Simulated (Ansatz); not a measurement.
A nudged elastic band was laid between two geometries of ClGeH3 + H3N (9 atoms, charge 0, multiplicity 1).

Theory: Ansatz 0.2.0, RKS PBE-D4/def2-mTZVP.

- movable images: 9
- climbing image: yes
- spring: 5.0 eV/Å²
- optimiser: quadratic models (default)
- start path: through a guess of the saddle point
- force threshold: 0.05 eV/Å
- iteration limit: 60
- end points: relaxed

First end point:

```xyz
9
Properties=species:S:1:pos:R:3
Ge 0.398 0.031 -0.073
Cl 0.616 -0.119 2.112
H 1.868 0.028 -0.574
H -0.283 1.370 -0.411
H -0.346 -1.217 -0.582
N -2.537 -0.010 1.014
H -3.261 -0.684 0.750
H -3.013 0.889 1.139
H -2.198 -0.287 1.940
```

Last end point:

```xyz
9
Properties=species:S:1:pos:R:3
Ge -0.401 0.034 -0.454
Cl -0.483 0.464 3.387
H 0.710 -0.950 -0.045
H 0.024 1.509 -0.344
H -0.957 -0.293 -1.862
N -1.768 -0.187 0.860
H -2.131 -1.143 0.907
H -2.566 0.440 0.720
H -1.184 0.126 2.146
```

Question: Which bonds break or form, and what moves?

Answer: Bonds broken: Ge1–Cl2, N6–H9. Bonds formed: Ge1–N6, Cl2–H9. ClGeH3 + H3N becomes ClH + GeH5N.

Question: Give the energies along the band, and the barrier.

Answer: The run converged. The highest image is number 5 of 0 to 10, 13.5 kcal/mol above the first end and 2.5 kcal/mol above the last; the last end lies 11.1 kcal/mol above the first. A vibrational analysis at the climbing image gives one clearly imaginary mode, 82i cm⁻¹: a first-order saddle point. The orbitals stay closed-shell, which can raise the energy where a bond breaks towards radicals; this wasn't checked here.

```csv
image,path coordinate (Å),energy (kcal/mol),Ge1–Cl2 (Å),N6–H9 (Å),Ge1–N6 (Å)
0,0.00,0.0,2.20,1.02,3.13
1,0.74,0.0,2.20,1.02,3.11
2,1.48,0.6,2.20,1.02,2.93
3,2.22,6.1,2.24,1.02,2.62
4,2.96,12.3,2.35,1.02,2.33
5,3.70,13.5,2.50,1.03,2.14
6,4.09,13.5,2.72,1.05,2.05
7,4.47,12.8,3.01,1.10,1.99
8,4.86,11.8,3.31,1.19,1.95
9,5.24,11.3,3.60,1.30,1.92
10,5.62,11.1,3.87,1.45,1.91
```

Question: What is the geometry of the highest image?

Answer: 
```xyz
9
Properties=species:S:1:pos:R:3:forces:R:3
Ge -0.194 0.143 -0.029 -0.01 0.00 -0.01
Cl 0.356 0.641 2.362 0.00 0.00 0.01
H 0.941 -0.906 0.001 0.00 0.00 0.01
H 0.101 1.623 -0.356 0.00 0.00 0.01
H -1.043 -0.326 -1.293 0.00 0.00 0.00
N -2.019 -0.248 1.019 0.00 0.01 -0.01
H -2.273 -1.242 0.973 0.00 0.00 0.00
H -2.803 0.296 0.642 0.00 -0.01 0.00
H -1.823 0.019 1.997 0.01 0.00 0.00
```

Question: What are the harmonic wavenumbers there?

Answer: 82i, 65, 114, 246, 335, 537, 569, 686, 716, 818, 942, 957, 1204, 1611, 1639, 1881, 2062, 2107, 3275, 3434, 3487 cm⁻¹.

The run took 4.3 min on 2 threads of Arm Neoverse V2, with other jobs on the host, peak memory 0.13 GiB.
